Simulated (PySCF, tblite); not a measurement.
Potential energy curve for SMILES [F][Be][F]. The Be1–F3 bond (Be1 also carries F; F3 carries nothing else) is stretched with both fragments frozen at the PBE0/def2-TZVP optimised geometry.

GFN2-xTB, 300 K electronic temperature (tblite); UCCSD(T) = PySCF with CCSD(T) on UHF/6-31G, 2 core orbitals frozen.

Energies relative to the lowest point of each curve near equilibrium, in eV; the last columns give the difference from UCCSD(T):

```csv
R / Å,GFN2-xTB,UCCSD(T),GFN2-xTB − UCCSD(T)
1.04,4.415,5.108,-0.693
1.09,2.723,3.414,-0.691
1.16,1.243,1.799,-0.557
1.25,0.313,0.624,-0.311
1.31,0.065,0.223,-0.159
1.35,0.004,0.078,-0.074
1.38,0.000,0.021,-0.021
1.41,0.023,0.000,0.023
1.46,0.108,0.033,0.075
1.51,0.234,0.133,0.102
1.61,0.563,0.473,0.090
1.72,0.975,0.974,0.001
1.87,1.548,1.745,-0.196
2.08,2.293,2.815,-0.523
2.28,2.912,3.759,-0.847
2.46,3.390,4.458,-1.068
2.74,3.998,5.279,-1.281
3.06,4.518,5.901,-1.383
3.35,4.859,6.181,-1.321
3.68,5.135,6.286,-1.151
4.15,—,6.326,—
4.84,—,6.338,—
```

GFN2-xTB is furthest from UCCSD(T) at 3.06 (-1.383 eV, below); its mean absolute difference over the points is 0.528 eV.

A dash means that the run gave no value there, or that the column was ended at a point which the program doubted or which failed a test of continuity chosen for this set; such a test can also cut sound points.

The unrestricted determinant behind UCCSD(T) is spin-contaminated at 2.28 to 4.84 Å (<S²> up to 1.0, against 0.00 for a pure singlet).
